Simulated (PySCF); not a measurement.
Structure problem from calculated spectra and properties.

Formula: C5H11B.

- UV, strongest line: among the 10 lowest singlet transitions: S5 at 7.41 eV (167 nm, f = 0.045) [TDDFT B3LYP/def2-SVPD]
- Valence photoelectron: vertical ionisation energy: 9.82 eV [ΔSCF B3LYP/def2-SVPD]
- XPS: B1s 195.5, C1s 289.9 (×2), C1s 290.3, C1s 290.3 (×2) eV [ΔSCF SCAN, pcX-2 on the ionised atom, pcseg-1 elsewhere, spin-free X2C]
- 13C NMR: chemical shifts (computed TMS as zero) by class: 33.1 (1 C), 31.8 (2 C), 29.1 (2 C) ppm [GIAO KT3/pcSseg-2]
- Rotational structure: rotational constants A, B, C: 4.504, 4.161, 2.399 GHz [PBE0-D3(BJ)/def2-SVP]
- NMR, other nuclei: isotropic shieldings of nuclei other than C and H, by class: 17 (1 B) ppm [GIAO KT3/pcSseg-2]
- Polarisability: 72.0 au [B3LYP/def2-SVPD]
- Couplings: largest of the computed one-bond spin–spin couplings (means over like bonds): 13C–1H +131.2 (×4), 11B–1H +130.7, 13C–1H +130.2 (×2), 13C–1H +118.7 (×4), 13C–11B +47.6 (×2), 13C–13C +35.7 (×2), 13C–13C +35.1 (×2) Hz [B3LYP/pcJ-1, spin–dipole term left out for some pairs]

Gas-phase values; electronic properties from PySCF, density fitting. Levels stand in brackets. Geometry: PBE0-D3(BJ)/def2-SVP, one conformer, isolated molecule. NMR classes are plain means over equivalent atoms (diastereotopic ones count apart unless rotation or inversion swaps them), as if these changed places fast.

Question: Propose a structure and show how it fits.

Answer: Numbering: `[BH:1]1[CH2:2][CH2:3][CH2:4][CH2:5][CH2:6]1`. 5 carbons fall into 3 classes; from least to most shielded: ring CH2 carbon [C4] (33.1 ppm), ring sp3 carbon bound to boron [C2/C6] (31.8 ppm, 2 C), ring CH2 carbon [C3/C5] (29.1 ppm, 2 C). The other shieldings belong to: 17 ppm, three-coordinate boron [B1]. The couplings run between: +131.2 Hz, ring CH2 carbon [C3] and its hydrogen (with 3 like pairs); +130.7 Hz, three-coordinate boron [B1] and its hydrogen; +130.2 Hz, ring CH2 carbon [C4] and its hydrogen (with 1 like pair); +118.7 Hz, sp3 carbon bound to boron [C2] and its hydrogen (with 3 like pairs); +47.6 Hz, sp3 carbon bound to boron [C2] and three-coordinate boron [B1] (with 1 like pair); +35.7 Hz, ring CH2 carbon [C3] and ring CH2 carbon [C4] (with 1 like pair); +35.1 Hz, sp3 carbon bound to boron [C2] and ring CH2 carbon [C3] (with 1 like pair). The core levels belong to: B1s 195.5 eV, three-coordinate boron [B1]; C1s 289.9 eV, sp3 carbon bound to boron [C2/C6]; C1s 290.3 eV, ring CH2 carbon [C4]; C1s 290.3 eV, ring CH2 carbon [C3/C5]. The first electron is taken from the HOMO, whose largest Löwdin shares are 0.19 on the three-coordinate boron and 0.17 on each of 2 atoms of one kind (sp3 carbon bound to boron). The optimised geometry has point group Cs and is an asymmetric top. Structure: `C1CCCCB1`. Computed isomers that give other values at the same levels: `BC1CCCC1` (rotational constant A: 6.332 GHz; this holds for the one conformer computed); `CB1CCCC1` (rotational constant A: 6.211 GHz; this holds for the one conformer computed); `C=CCB(C)C` (rotational constant A: 4.814 GHz; this holds for the one conformer computed). The assignments are read from this structure; whether some other isomer fits the data as well wasn't checked.
